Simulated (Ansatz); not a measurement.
Start from `B/C=C(\F)Cl` and change one atom or group to get `B/C=C(/O)F`.

Ansatz, PBE0-D4/def2-TZVP geometries, multiplicity 1. Each molecule was computed in one conformer, which needn't be the lowest.

| property | `B/C=C(\F)Cl` |
| --- | --- |
| HOMO–LUMO gap (PBE0/def2-TZVPP) / eV | 5.88 |
| HOMO energy (PBE/def2-TZVPP) / eV | -7.07 |
| HOMO energy (B3LYP/def2-TZVPP) / eV | -7.95 |
| LUMO energy (PBE0/def2-TZVPP) / eV | -2.30 |
| HOMO energy (PBE0/def2-TZVPP) / eV | -8.18 |
| zero-point energy (PBE0-D4/def2-TZVP) / kJ/mol | 123.1 |

(1) What does the change do to each property? (Best estimate.)

Results:

(1) The calculation gave: 
```json
{"property": "HOMO–LUMO gap (PBE0/def2-TZVPP) / eV", "`B/C=C(/O)F`": "6.12", "shift": "0.24"}
{"property": "HOMO energy (PBE/def2-TZVPP) / eV", "`B/C=C(/O)F`": "-6.48", "shift": "0.59"}
{"property": "HOMO energy (B3LYP/def2-TZVPP) / eV", "`B/C=C(/O)F`": "-7.38", "shift": "0.57"}
{"property": "LUMO energy (PBE0/def2-TZVPP) / eV", "`B/C=C(/O)F`": "-1.48", "shift": "0.82"}
{"property": "HOMO energy (PBE0/def2-TZVPP) / eV", "`B/C=C(/O)F`": "-7.60", "shift": "0.58"}
{"property": "zero-point energy (PBE0-D4/def2-TZVP) / kJ/mol", "`B/C=C(/O)F`": "160.4", "shift": "37.3"}
```

With PBE0 the HOMO rises by 0.58 eV and the LUMO rises by 0.82 eV, so the gap widens by about 0.24 eV. PBE moves the HOMO by 0.59 eV and ωB97M-V by 0.54 eV. The zero-point energy changes by 37.3 kJ/mol with +3 modes.

B3LYP here is the variant with VWN-RPA as its local correlation; programs differ in this.
